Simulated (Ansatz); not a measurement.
Consider the ligand exchange at the Si–O bond: `Cl[SiH2][O][GeH3]` + `S[SiH](Cl)Cl` → `Cl[SiH2]S[SiH](Cl)Cl` + `[OH][GeH3]`.

Program: Ansatz. Geometries: PBE0-D4/def2-TZVP. ΔE: electronic, gas phase. CBS: MP2 limit from def2 TZ/QZ plus the TZ coupled-cluster correction, frozen cores. Functionals use def2-TZVPP. B3LYP here is the variant with VWN-RPA as its local correlation; programs differ in this. For Ge outer-core shells are correlated without core-valence functions, which leaves a few kJ/mol of doubt a bond. Scalar relativity is left out up to krypton. Each species was taken in one conformer, which may not be the lowest.

| level | ΔE (kcal/mol) | difference from CCSD(T)/CBS |
| --- | --- | --- |
| r2SCAN-D4 | 13.1 | -0.7 |
| B3LYP-D4 | 13.5 | -0.3 |
| r2SCAN | 13.5 | -0.3 |
| PBE0 | 12.4 | -1.4 |
| B3LYP | 15.9 | 2.1 |
| HF/def2-TZVPP | 20.6 | 6.8 |
| HF/def2-QZVPP | 21.1 | 7.3 |
| SCS-MP2/def2-QZVPP | 15.0 | 1.2 |
| HF/CBS(def2) | 21.1 | 7.3 |
| CCSD/CBS(def2) | 15.0 | 1.2 |
| CCSD(T)/CBS | 13.8 | 0 |

Largest T1 diagnostic among the species: 0.011.

From PBE to PBE0 (25 % exact exchange), in def2-TZVPP and without D4, ΔE moves by +1.3 kcal/mol. The D4 term adds −2.4 kcal/mol with B3LYP and −1.4 kcal/mol with PBE0; it sums over pairs of atoms, weighted by their polarisabilities, and B3LYP, whose exchange is more repulsive, gets the larger term. In def2-TZVPP, CCSD(T) changes the Hartree–Fock value by −5.7 kcal/mol (the triples alone add −1.2 kcal/mol) and MP2 by −6.9 kcal/mol.
